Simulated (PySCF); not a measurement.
C₃H₈BN, SMILES C=CB(C)N, PBE0/def2-SVP optimised geometry.

```
13

B     -0.10    -0.58     0.00
C     -0.91    -1.94     0.00
H     -1.60    -1.99     0.86
H     -0.28    -2.84     0.02
H     -1.55    -2.00    -0.90
C     -0.86     0.80     0.00
C     -0.43     1.91     0.60
H     -1.85     0.85    -0.48
H     -1.01     2.84     0.62
H      0.53     1.94     1.14
N      1.30    -0.58     0.00
H      1.85    -1.43     0.04
H      1.85     0.27    -0.05
```

Density from PBE0/def2-TZVP run with PySCF 2.14.0 at that geometry.

Minimum of the electron density along straight lines between bonded atoms, close to the bond critical point (lines longer than 1.1 times the sum of covalent radii, or with two minima, are not listed):

```
bond     length / Å  ρ at the minimum / e bohr⁻³  ∇²ρ there / e bohr⁻⁵  position (fraction from the first atom)
-------  ----------  ---------------------------  --------------------  ---------------------------------------
B1–C2         1.582                        0.182                 -0.28                                     0.33
C2–H3         1.103                        0.264                 -0.86                                     0.64
C2–H4         1.101                        0.267                 -0.87                                     0.64
C2–H5         1.104                        0.263                 -0.85                                     0.64
B1–C6         1.576                        0.182                   ___                                     0.33
C6–C7         1.340                        0.345                   ___                                     0.49
C6–H8         1.099                        0.273                 -0.93                                     0.64
C7–H9         1.096                        0.277                 -0.96                                     0.65
C7–H10        1.097                        0.276                 -0.95                                     0.64
B1–N11        1.400                          ___                  0.65                                     0.33
N11–H12       1.011                        0.338                 -1.70                                     0.74
N11–H13       1.012                        0.337                 -1.69                                     0.74
```

Question: Complete the blanks.

Answer: 
- B1–C6, ∇²ρ there / e bohr⁻⁵: -0.20
- C6–C7, ∇²ρ there / e bohr⁻⁵: -1.04
- B1–N11, ρ at the minimum / e bohr⁻³: 0.209
